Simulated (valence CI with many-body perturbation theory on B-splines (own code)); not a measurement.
# Forbidden lines of Tm LIV

Level of theory: relativistic CI+MBPT: six valence electrons over a frozen Dirac-Fock core [Ne], radial functions for each j: 9 s, 9 p, 8 d, 6 f, 3 g, 1 h, with the one-electron correlation potential Σ1, the two-electron term Σ2, the three-electron term Σ3, Breit, model QED; selected CI, second order for the rest, scaled by the run's own slope (own B-spline code, finite nucleus).

The last digits are not significant, and no measured levels were compared; by estimate large intervals hold to a few tenths of a per cent, small ones and those within an open d or f shell to about a per cent. Among the levels kept, up to 990 cm⁻¹ of a level comes from second order outside the variational space, and about a tenth of that is noise between levels of different J, which matters for small intervals.

Lines 1 to 29 of 29 in falling wavelength, among levels below 546.90 eV, chosen from the decays that carry over 1 % of a level's rate. Wavelengths and rates use the calculated energies. Electric multipoles are in the length gauge with retardation, E1 and E2 with the static RPA response of the core. M1 uses the relativistic operator with retardation. Weak lines are less certain than strong ones. Lines between different terms over intervals too small for the method are left out, as are lines whose strength nearly cancels. The highest levels of a list are the least certain.

Levels are named by their leading jj configuration (3d3/2^4 stands for four electrons in 3d with j = 3/2), which in mixed levels can hold well under half, so a name can repeat and another be missing. Letters in brackets count levels of one name in rising energy.

| λ vac (nm) | Upper | Lower | Type | A (s⁻¹) | Branch % |
| --- | --- | --- | --- | --- | --- |
| 2909 | (3s^2 3p1/2^2 3p3/2 3d3/2) J=0 | (3s^2 3p1/2^2 3p3/2 3d3/2) J=1 | M1 | 1.50e+00 | 17.0 |
| 157.9 | (3s^2 3p1/2^2 3p3/2 3d3/2) J=0 | (3s^2 3p1/2^2 3p3/2 3d3/2) J=2 | E2 | 1.29e-01 | 1.5 |
| 68.92 | (3s^2 3p1/2^2 3p3/2^2) J=0 | (3s^2 3p1/2^2 3p3/2^2) J=2 | E2 | 1.22e+01 | 100.0 |
| 23.14 | (3s^2 3p1/2^2 3p3/2 3d5/2) J=4 | (3s^2 3p1/2^2 3p3/2 3d3/2) J=3 | M1 | 9.60e+05 | 98.8 |
| 22.78 | (3s^2 3p1/2 3p3/2^2 3d5/2) J=4 [b] | (3s^2 3p1/2 3p3/2^2 3d3/2) J=4 | M1 | 2.80e+05 | 1.0 |
| 21.57 | (3s^2 3p1/2 3p3/2^2 3d5/2) J=5 | (3s^2 3p1/2 3p3/2^2 3d3/2) J=4 | M1 | 1.07e+06 | 4.1 |
| 19.87 | (3s^2 3p1/2 3p3/2^2 3d5/2) J=4 [b] | (3s^2 3p1/2 3p3/2^2 3d3/2) J=3 [a] | M1 | 6.92e+05 | 2.5 |
| 7.331 | (3s^2 3p1/2 3p3/2^2 3d3/2) J=4 | (3s^2 3p1/2^2 3p3/2 3d5/2) J=3 | M1 | 3.64e+05 | 1.5 |
| 5.845 | (3s^2 3p1/2 3p3/2^2 3d5/2) J=4 [a] | (3s^2 3p1/2^2 3p3/2 3d5/2) J=3 | M1 | 3.62e+07 | 28.0 |
| 5.581 | (3s^2 3p1/2^2 3p3/2 3d3/2) J=0 | (3s^2 3p1/2^2 3p3/2^2) J=2 | M2 | 7.16e+00 | 81.5 |
| 5.546 | (3s^2 3p1/2 3p3/2^2 3d5/2) J=4 [b] | (3s^2 3p1/2^2 3p3/2 3d5/2) J=3 | M1 | 1.06e+07 | 39.1 |
| 5.472 | (3s^2 3p1/2 3p3/2^2 3d5/2) J=5 | (3s^2 3p1/2^2 3p3/2 3d5/2) J=3 | E2 | 3.96e+05 | 1.5 |
| 5.406 | (3s^2 3p1/2 3p3/2^3) J=1 | (3s^2 3p1/2^2 3p3/2^2) J=0 | M1 | 4.07e+07 | 24.9 |
| 5.333 | (3s^2 3p1/2 3p3/2^2 3d3/2) J=0 | (3s^2 3p1/2^2 3p3/2 3d3/2) J=1 | M1 | 1.26e+08 | 1.3 |
| 5.268 | (3s^2 3p1/2 3p3/2^2 3d5/2) J=4 [a] | (3s^2 3p1/2^2 3p3/2 3d5/2) J=4 | M1 | 9.11e+07 | 70.4 |
| 5.127 | (3s^2 3p1/2 3p3/2^2 3d5/2) J=4 [b] | (3s^2 3p1/2^2 3p3/2 3d5/2) J=2 | E2 | 7.34e+05 | 2.7 |
| 5.042 | (3s^2 3p1/2 3p3/2^2 3d3/2) J=4 | (3s^2 3p1/2^2 3p3/2 3d3/2) J=3 | M1 | 2.17e+07 | 90.2 |
| 5.042 | (3s^2 3p1/2 3p3/2^2 3d3/2) J=4 | (3s^2 3p1/2^2 3p3/2 3d3/2) J=3 | E2 | 1.26e+06 | 5.2 |
| 5.024 | (3s^2 3p1/2 3p3/2^2 3d5/2) J=4 [b] | (3s^2 3p1/2^2 3p3/2 3d5/2) J=4 | M1 | 1.34e+07 | 49.3 |
| 5.024 | (3s^2 3p1/2 3p3/2^2 3d5/2) J=4 [b] | (3s^2 3p1/2^2 3p3/2 3d5/2) J=4 | E2 | 8.42e+05 | 3.1 |
| 5.013 | (3s^2 3p1/2 3p3/2^3) J=1 | (3s^2 3p1/2^2 3p3/2^2) J=2 | M1 | 1.21e+08 | 74.0 |
| 4.963 | (3s^2 3p1/2 3p3/2^2 3d5/2) J=5 | (3s^2 3p1/2^2 3p3/2 3d5/2) J=4 | M1 | 2.32e+07 | 89.4 |
| 4.963 | (3s^2 3p1/2 3p3/2^2 3d5/2) J=5 | (3s^2 3p1/2^2 3p3/2 3d5/2) J=4 | E2 | 1.21e+06 | 4.6 |
| 4.880 | (3s^2 3p1/2 3p3/2^2 3d3/2) J=4 | (3s^2 3p1/2^2 3p3/2 3d3/2) J=2 | E2 | 6.07e+05 | 2.5 |
| 4.880 | (3s^2 3p3/2^4) J=0 | (3s^2 3p1/2 3p3/2^3) J=2 | E2 | 6.42e+06 | 1.1 |
| 4.838 | (3s^2 3p1/2 3p3/2^3) J=2 | (3s^2 3p1/2^2 3p3/2^2) J=2 | M1 | 7.48e+07 | 91.7 |
| 4.838 | (3s^2 3p1/2 3p3/2^3) J=2 | (3s^2 3p1/2^2 3p3/2^2) J=2 | E2 | 2.19e+06 | 2.7 |
| 4.714 | (3s^2 3p3/2^4) J=0 | (3s^2 3p1/2 3p3/2^3) J=1 | M1 | 3.20e+08 | 52.3 |
| 4.492 | (3s^2 3p1/2^2 3p3/2 3d5/2) J=4 | (3s^2 3p1/2^2 3p3/2^2) J=2 | M2 | 1.20e+04 | 1.2 |
